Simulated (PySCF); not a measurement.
A structure optimised at PBE-D3(BJ)/def2-SVP, used in a PySCF frequency run:

```xyz
5

Ti     0.0000     0.0000     0.9586
F      0.0000     1.4147     1.9639
F      0.0000    -1.4147     1.9639
I      2.0862     0.0000    -0.5325
I     -2.0862     0.0000    -0.5325
```
Charge 0, spin multiplicity 1.

Write its SMILES, formula and point group.

[F][Ti]([F])([I])[I], F₂I₂Ti, C2v

What are its rotational constants (standard atomic weights)?

1.4956, 0.42805, 0.36984 GHz
